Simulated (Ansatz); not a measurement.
`N=C=C[O][AlH2]` and `N=C=CBr` differ in one atom or group.

Ansatz, PBE0-D4/def2-TZVP geometries, multiplicity 1. Each molecule was computed in one conformer, which needn't be the lowest.

Scalar relativity is left out up to krypton. Spin–orbit coupling is left out; it splits and shifts lone-pair levels of the heavy atoms by tenths of an eV.

| property | `N=C=C[O][AlH2]` |
| --- | --- |
| HOMO–LUMO gap (PBE0/def2-TZVPP) / eV | 4.88 |
| size of the dipole moment (PBE/def2-TZVPP) / D | 1.60 |
| HOMO energy (B3LYP/def2-TZVPP) / eV | -5.94 |
| HOMO–LUMO gap (B3LYP/def2-TZVPP) / eV | 4.47 |
| size of the dipole moment (B3LYP/def2-TZVPP) / D | 1.70 |
| ideal-gas entropy at 298 K and 1 bar (rigid rotor, harmonic PBE0-D4/def2-TZVP) / J/(mol·K) | 339 |

Q: Give the same properties after the change, and the shifts. (Best estimate.)

A: Ansatz gave: 
| property | `N=C=CBr` | shift |
| --- | --- | --- |
| HOMO–LUMO gap (PBE0/def2-TZVPP) / eV | 5.35 | 0.47 |
| size of the dipole moment (PBE/def2-TZVPP) / D | 1.76 | 0.16 |
| HOMO energy (B3LYP/def2-TZVPP) / eV | -6.57 | -0.63 |
| HOMO–LUMO gap (B3LYP/def2-TZVPP) / eV | 4.91 | 0.44 |
| size of the dipole moment (B3LYP/def2-TZVPP) / D | 1.81 | 0.11 |
| ideal-gas entropy at 298 K and 1 bar (rigid rotor, harmonic PBE0-D4/def2-TZVP) / J/(mol·K) | 296 | -43 |

With PBE0 the HOMO falls by 0.66 eV and the LUMO falls by 0.18 eV, so the gap widens by about 0.48 eV. PBE moves the HOMO by -0.62 eV and ωB97M-V by -0.60 eV. The zero-point energy changes by -47.0 kJ/mol with -9 modes. Dipoles are sizes alone; their direction can turn.

B3LYP here is the variant with VWN-RPA as its local correlation; programs differ in this.
